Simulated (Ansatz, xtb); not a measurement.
C2H8BClSi: which of two isomers lies lower

Structure a: `C[SiH2]CBCl`, a singlet. Structure b: `CBC[SiH2]Cl`, a singlet. Both are isolated molecules in the gas phase, relaxed with B3LYP/6-31G*; each stands in its lowest conformer found.

Quicker runs give these differences E(b) − E(a): GFN2-xTB −0.289 eV; HF/STO-3G −0.107 eV (at GFN2-xTB geometries); r2SCAN-D4/def2-SVP +0.041 eV (at GFN2-xTB geometries).

Question: Which of the two would you expect CCSD(T)/def2-SVP + ΔMP2/def2-TZVPP electronic energies to favour?

Answer: Too close to call at this level: CCSD(T)/def2-SVP + ΔMP2/def2-TZVPP gives E(b) − E(a) = −0.021 eV.

Level by level:

```json
{"level": "GFN2-xTB", "geometry": "GFN2-xTB", "E(b) − E(a) (eV)": "−0.289", "departure from the last row (eV)": "−0.268", "job, with rough time for the two": "optimisation, 0.41 s"}
{"level": "HF/STO-3G", "geometry": "GFN2-xTB", "E(b) − E(a) (eV)": "−0.107", "departure from the last row (eV)": "−0.086", "job, with rough time for the two": "single point, 0.4 s"}
{"level": "r2SCAN-D4/def2-SVP", "geometry": "GFN2-xTB", "E(b) − E(a) (eV)": "+0.041", "departure from the last row (eV)": "+0.063", "job, with rough time for the two": "single point, 5.4 s"}
{"level": "B3LYP/6-31G*", "geometry": "B3LYP/6-31G*", "E(b) − E(a) (eV)": "+0.022", "departure from the last row (eV)": "+0.043", "job, with rough time for the two": "optimisation, 1.8 min"}
{"level": "HF/def2-SVP", "geometry": "B3LYP/6-31G*", "E(b) − E(a) (eV)": "−0.077", "departure from the last row (eV)": "−0.055", "job, with rough time for the two": "part of the CCSD(T) run"}
{"level": "MP2/def2-SVP", "geometry": "B3LYP/6-31G*", "E(b) − E(a) (eV)": "+0.070", "departure from the last row (eV)": "+0.091", "job, with rough time for the two": "part of the CCSD(T) run"}
{"level": "CCSD(T)/def2-SVP", "geometry": "B3LYP/6-31G*", "E(b) − E(a) (eV)": "+0.076", "departure from the last row (eV)": "+0.097", "job, with rough time for the two": "single point"}
{"level": "CCSD(T)/def2-SVP + ΔMP2/def2-TZVPP", "geometry": "B3LYP/6-31G*", "E(b) − E(a) (eV)": "−0.021", "departure from the last row (eV)": "", "job, with rough time for the two": "single point, 43 s"}
```

As drawn, b has 1 C–B, 1 Cl–Si in place of 1 C–Si, 1 B–Cl.

The largest departure from CCSD(T)/def2-SVP + ΔMP2/def2-TZVPP is that of GFN2-xTB, 0.268 eV. The last row adds to CCSD(T) the change of the MP2 difference between the two basis sets, here −0.097 eV.

With harmonic frequencies from B3LYP/6-31G* (ideal gas, rigid rotor, one conformer each, 298.15 K, 1 atm): on the last row, ΔE + ΔZPE = −0.028 eV. A mode under 50 cm⁻¹ makes harmonic enthalpies and free energies unreliable, so none is given.

The correlated steps freeze 13 core orbitals. Run with Ansatz 0.2.0, xtb 6.7.1; the last row on 2 threads of Arm Neoverse V1 on a shared host.
